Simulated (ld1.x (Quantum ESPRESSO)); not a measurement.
magnesium (Mg): excitation energies, all-electron against RRKJ

- Element: magnesium
- Generator: ld1.x (Quantum ESPRESSO) 7.5
- Type: norm-conserving RRKJ (Kleinman–Bylander form)
- Functional: PBEsol
- Relativity: scalar-relativistic
- Frozen core: [He]
- Valence charge: 10
- Reference configuration: 2s2 2p6 3s2 3p0
- Partial waves: 2s (bound): rc 0.78 bohr; 3d channel at 0.25 Ry: rc 0.58 bohr; 2p (bound): rc 0.72 bohr
- Local potential: the p channel
- Core correction: none

Occupied shells without a wave of their own: 3s. They enter only through the test configuration that unscreens the potential.

Energies are relative to the spin-unpolarised reference configuration 2s2 2p6 3s2 3p0; without spin polarisation the order of configurations can differ from experiment.

| valence configuration | charge | ΔE all-electron (eV) | error AE − PS (meV) |
| --- | --- | --- | --- |
| 2s2 2p6 3s1 3p0 | +1 | 7.920 | +1.2 |
| 2s2 2p6 3s0 3p0 | +2 | 22.737 | +3.1 |
| 2s2 2p6 3s1.5 3p0 | +0.5 | 3.129 | +0.5 |
| 2s2 2p6 3s0 3p1 | +1 | 12.230 | -10.0 |
| 2s1 2p6 3s2 3p0 | +1 | 91.198 | -16 |
| 2s2 2p5 3s2 3p0 | +1 | 58.455 | +6.1 |

Q: What are ΔE and the potential's error for 2s2 2p6 3s0 3p2?

A: ΔE = 7.126 eV all-electron; the error (AE − PS) is -14 meV.
